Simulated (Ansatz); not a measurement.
SnBr₂⁺, relaxed as a doublet with UKS r2SCAN-D4/def2-TZVP in Ansatz, starting from the r2SCAN-D4/def2-TZVP geometry of the neutral singlet. Force threshold 0.02 eV/Å.

In the def2 sets Sn takes a core potential; there is no spin–orbit coupling. The relaxation made no stability test and no search for a lower SCF solution. The structure comes from a short search, and lower isomers may exist.

Start:

Cartesian coordinates in Å:
```
Sn -0.413 -0.670 0.753
Br -0.436 1.849 0.618
Br 0.849 -1.179 -1.371
```

```csv
step,energy (eV),largest force component (eV/Å),SCF passes
1,-145919.2952,1.039,19
2,-145919.4849,0.223,26
3,-145919.4980,0.035,22
4,-145919.4987,0.022,23
5,-145919.4987,0.001,16
```

Force components are those of the run's own axes.

End:

Cartesian coordinates in Å:
```
Sn -0.309 -0.501 0.563
Br -0.549 1.907 0.806
Br 0.858 -1.406 -1.370
```

By distances, no bond broke or formed. The bond that changes most is Sn1–Br2, from 2.52 to 2.43 Å (atoms count from 1).

No frequencies were taken in this run, so the end may be a saddle point.

It took 18 s on 4 threads of Arm Neoverse V2 on a shared host.
